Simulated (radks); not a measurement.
Values are calculated unless marked as measured or tabulated.
Excited configurations of Os3+: one electron is placed in a higher orbital outside [Xe] 4f14 5d4. The ground configuration is [Xe] 4f14 5d5. Level of theory: Dirac Kohn-Sham, PBE, spin-unpolarised, spherical densities, finite nucleus; open shells are shared between the two j in proportion to 2j + 1; Fermi nuclear charge, rms radius 5.4126 fm (a radial shooting solver on a logarithmic mesh with Libxc functionals). Excitation = E - E(ground); binding = E(ion) - E, where the ion is the core of charge +4; n* = 4/sqrt(2 binding) in atomic units, and the quantum defect is n - n*. Eigenvalue and <r> are those of j = l + 1/2.

| outer orbital | excitation (eV) | binding (eV) | n* | quantum defect | eigenvalue (eV) | <r> (bohr) |
|---|---|---|---|---|---|---|
| 5f | 26.464 | 14.992 | 3.811 | 1.189 | -12.201 | 3.809 |
| 6s | 5.120 | 36.336 | 2.448 | 3.552 | -31.878 | 2.417 |
| 6p | 13.777 | 27.679 | 2.804 | 3.196 | -23.372 | 2.959 |
| 6d | 23.748 | 17.708 | 3.506 | 2.494 | -15.193 | 4.076 |
| 6f | 31.563 | 9.893 | 4.691 | 1.309 | -8.537 | 6.865 |
| 7s | 23.514 | 17.942 | 3.483 | 3.517 | -15.977 | 4.697 |
| 7p | 26.569 | 14.887 | 3.824 | 3.176 | -13.009 | 5.505 |
| 7d | 30.620 | 10.836 | 4.482 | 2.518 | -9.509 | 7.071 |
| 7f | 34.595 | 6.861 | 5.633 | 1.367 | -6.052 | 10.64 |

The Delta-SCF ionisation energy is 41.456 eV (NIST Atomic Spectra Database: 41 eV, theoretical). Self-interaction in the functional shifts the binding energies and quantum defects, so they are the method's values and not measured ones. Spin polarisation and multiplet splitting are left out, so open shells lie too high by an amount that depends on their filling. Sharing an open shell by 2j + 1 raises it above the true ground level by a part of the spin-orbit splitting, which enters the differences from NIST.

Beside tabulated values, note that spin-unpolarised runs miss the spin-polarisation part of the exchange energy of open shells.
